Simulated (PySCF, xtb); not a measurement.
C₂H₆ClIn, SMILES C[CH2][InH][Cl]. Other conformers were not sampled.

Harmonic wavenumbers (cm⁻¹) from GFN2-xTB (xtb) at its own minimum, in rising order: 29, 52, 177, 181, 293, 296, 414, 449, 623, 912, 968, 1057, 1149, 1203, 1384, 1401, 1437, 1482, 1483, 2926, 2933, 2978, 2995, 3001.

Question: What does PySCF with B3LYP-D3(BJ)/def2-SVP give at its own minimum? (An estimate is asked for; the answer gives what the named calculation found.)

Answer: 15, 73, 214, 226, 342, 356, 454, 518, 638, 941, 966, 1042, 1191, 1239, 1400, 1437, 1471, 1478, 1774, 3015, 3049, 3085, 3092, 3110. Paired by order, the mean absolute difference is 57 cm⁻¹ and the zero-point energies are 42.6 and 44.5 kcal/mol.
